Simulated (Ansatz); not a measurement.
Relaxation of F2H5NOSi2 (11 atoms, charge 0, multiplicity 1), to a largest force component of 0.02 eV/Å in at most 40 steps.

Theory: RKS PBE0-D4/6-31G* (Ansatz 0.2.0).

```xyz
11
Properties=species:S:1:pos:R:3:forces:R:3
Si 0.000 0.000 0.000 -0.49 1.58 3.14
N 0.000 0.000 1.820 0.21 -0.18 -1.51
H -0.877 -0.271 2.350 2.02 0.62 -0.77
H 0.877 0.271 2.350 -2.02 -0.63 -0.78
F 1.499 0.000 -0.529 -0.19 0.04 0.05
O -0.791 1.371 -0.559 0.32 -1.38 0.07
Si -2.400 1.426 -1.040 0.81 0.04 0.09
H -3.212 0.642 -0.114 -0.37 -0.31 0.36
H -2.862 2.811 -1.038 -0.06 0.49 0.05
H -2.527 0.874 -2.385 -0.12 -0.21 -0.49
F -0.749 -1.297 -0.529 -0.11 -0.04 -0.19
```

Task: Where does it end, and by what steps?

Result: The run converged. The force dipped under the threshold on the way, but the program's further checks kept it going. After 22 steps the energy has fallen by 0.577 eV; H4 moved furthest, 0.81 Å.

```
step  energy less start (eV)  largest force component (eV/Å)  accepted
   0                  0.0000                           3.139       yes
   1                 -0.3969                           1.685       yes
   2                 -0.4839                           0.411       yes
   3                 -0.4954                           0.180       yes
   4                 -0.5059                           0.120       yes
   5                 -0.5137                           0.112       yes
   6                 -0.5126                           0.214        no
   7                 -0.5175                           0.059       yes
   8                 -0.5231                           0.064       yes
   9                 -0.5218                           0.629        no
  10                 -0.5278                           0.077       yes
  11                 -0.5320                           0.211       yes
  12                 -0.5341                           0.393       yes
  13                 -0.5505                           0.200       yes
  14                 -0.5537                           0.338       yes
  15                 -0.5625                           0.168       yes
  16                 -0.5728                           0.130       yes
  17                 -0.5744                           0.230       yes
  18                 -0.5761                           0.047       yes
  19                 -0.5765                           0.009       yes
  20                 -0.5768                           0.049       yes
  21                 -0.5760                           0.186        no
  22                 -0.5769                           0.019       yes
```

```xyz
11
Properties=species:S:1:pos:R:3
Si -0.085 0.022 0.182
N 0.261 0.032 1.833
H -0.428 0.347 2.498
H 0.995 -0.522 2.247
F 1.257 0.248 -0.647
O -1.188 1.175 -0.114
Si -2.502 1.410 -1.104
H -3.654 0.598 -0.627
H -2.850 2.852 -1.049
H -2.186 1.024 -2.505
F -0.662 -1.359 -0.389
```

Whether the end is a true minimum wasn't checked by a vibrational analysis.

Time of the run: 47 s on 4 threads of Arm Neoverse V1 (shared host), peak memory 0.26 GiB.
